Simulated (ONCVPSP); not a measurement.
Which change was made? (Ge, ONCV)

- Element: Ge
- Generator: ONCVPSP 4.0.1
- Type: optimised norm-conserving Vanderbilt (ONCV)
- Functional: PBEsol
- Relativity: scalar-relativistic
- Frozen core: [Ar]
- Valence charge: 14
- Reference configuration: 3d10 4s2 4p2
- Partial waves: 4s: rc 1.80 bohr, ncon 4, nbas 8, qcut 3.9 1/bohr, 3 projectors, debl 3.2 Ha; 4p: rc 2.15 bohr, ncon 5, nbas 8, qcut 4.2 1/bohr, 2 projectors, debl 0.7 Ha; 3d: rc 0.90 bohr, ncon 4, nbas 9, qcut 14.4 1/bohr, local
- Local potential: the d channel
- Core correction: Teter function, fcfact 5.5, rcfact 1.1

Cutoffs, loose and tight: the cutoffs (Ha) at which the residual kinetic energy of the hardest occupied pseudo-wave falls to 1 and 0.1 mHa per electron. They do not see the model core or the augmentation charge, which bear on the density cutoff. Test errors are all-electron minus pseudo excitation energies from the reference, over the configurations 3d10 4s2 4p1; 3d10 4s2 4p0; 3d10 4s1 4p0; 3d10 4s1 4p2; variants that change the core or the reference have their own tests.

The base gives: outcome: generated; cutoff, loose: 100 Ha; cutoff, tight: 321 Ha; bound ghosts: s, p; GHOST(+) flags above zero: s; largest test error (meV): -12.

**Question.** After one change the result is: outcome: generated; cutoff, loose: 100 Ha; cutoff, tight: 321 Ha; bound ghosts: s; GHOST(+) flags above zero: s, p; largest test error (meV): 4 of 4 tests not solved or not reliable. Which change was it?
A. s: qcut 2.7; p: qcut 2.9; d: qcut 10
B. p: debl 5.55
C. d: ncon 5, nbas 10

**Answer.** B. The others give: d: ncon 5, nbas 10 → outcome: generated; cutoff, loose: 144 Ha; cutoff, tight: 439 Ha; bound ghosts: s, p; GHOST(+) flags above zero: s; largest test error (meV): -13 | s: qcut 2.7; p: qcut 2.9; d: qcut 10 → outcome: generated; cutoff, loose: 395 Ha; cutoff, tight: 546 Ha; bound ghosts: s, p; GHOST(+) flags above zero: none; largest test error (meV): -16.
